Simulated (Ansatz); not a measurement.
Geometry optimisation, Ansatz, RHF/def2-SVP.

The input (input.yaml):

```yaml
crystal:
  periodic: [false, false, false]
  atoms:
    - { symbol: Zn, position_ang: [0.0, 0.0, 0.0] }
    - { symbol: C, position_ang: [0.0, 0.0, 1.98] }
    - { symbol: H, position_ang: [-0.9996, -0.3092, 2.3505] }
    - { symbol: H, position_ang: [0.7676, -0.7111, 2.3505] }
    - { symbol: H, position_ang: [0.232, 1.0203, 2.3505] }
    - { symbol: O, position_ang: [0.0, 0.0, -1.79] }
    - { symbol: H, position_ang: [0.2547, -0.9174, -2.1271] }
basis:
  gaussian: { orbitals: def2-SVP }
hamiltonian:
  xc: hf
relax:
  f_tol: 0.02
  max_steps: 40
```

Command:

```bash
$ ansatz run input.yaml --threads 1 --pin off --max-ram 2048MiB --backend cpu --events-out ev --progress --plain --runs-dir out
```

Q: Where does it end, and by what steps?

A: The run converged. After 6 steps the energy has fallen by 0.180 eV; H7 moved furthest, 0.20 Å.

| step | energy less start (eV) | largest force component (eV/Å) | accepted |
| --- | --- | --- | --- |
| 0 | 0.0000 | 3.096 | yes |
| 1 | -0.1473 | 0.916 | yes |
| 2 | -0.1656 | 0.315 | yes |
| 3 | -0.1733 | 0.387 | yes |
| 4 | -0.1787 | 0.228 | yes |
| 5 | -0.1795 | 0.046 | yes |
| 6 | -0.1797 | 0.002 | yes |

```xyz
7
Properties=species:S:1:pos:R:3
Zn 0.022 -0.081 0.018
C -0.001 0.003 1.997
H -0.979 -0.281 2.393
H 0.742 -0.672 2.430
H 0.221 1.013 2.350
O 0.020 -0.076 -1.770
H 0.230 -0.824 -2.303
```

Whether the end is a true minimum wasn't checked by a vibrational analysis.

Run time: 12 s on 1 thread of Arm Neoverse V1, on a shared host, peak memory 0.14 GiB.
